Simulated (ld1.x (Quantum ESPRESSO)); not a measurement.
## Transferability test, RRKJ potential for O

ld1.x (Quantum ESPRESSO) 7.5 input, shortened:

```
&input
   title='O', zed=8., rel=1, dft='PBESOL', iswitch=3,
   config='[He] 2s2 2p4'
 /
 &inputp
   pseudotype=2, tm=.false., rho0=0.005, lloc=-1, rcloc=1.00,
   nlcc=.true.
 /
2
2S  1  0   2.00   0.00  0.95  0.95  0.0
2P  2  1   4.00   0.00  2.05  2.05  0.0
 &test
   configts(1)='2s2 2p4'
 /
```

Energies are relative to the spin-unpolarised reference configuration 2s2 2p4; without spin polarisation the order of configurations can differ from experiment.

```tsv
valence configuration	charge	ΔE all-electron (eV)	error AE − PS (meV)
2s2 2p3	+1	16.360	+110
2s2 2p2	+2	49.837	+893
2s2 2p1	+3	103.544	+3328
2s0 2p6	0	29.748	-117
2s1 2p4	+1	31.497	-211
2s2 2p4.3	-0.3	-2.107	+2.1
```

(1) What are ΔE and the potential's error for 2s2 2p3.5?

Levels in the configuration 2s2 2p1:

```
level  all-electron (eV)  pseudo (eV)
   2s            -79.231      -77.649
   2p            -64.758      -61.087
```

Answers

(1) ΔE = 6.254 eV all-electron; the error (AE − PS) is +17 meV.
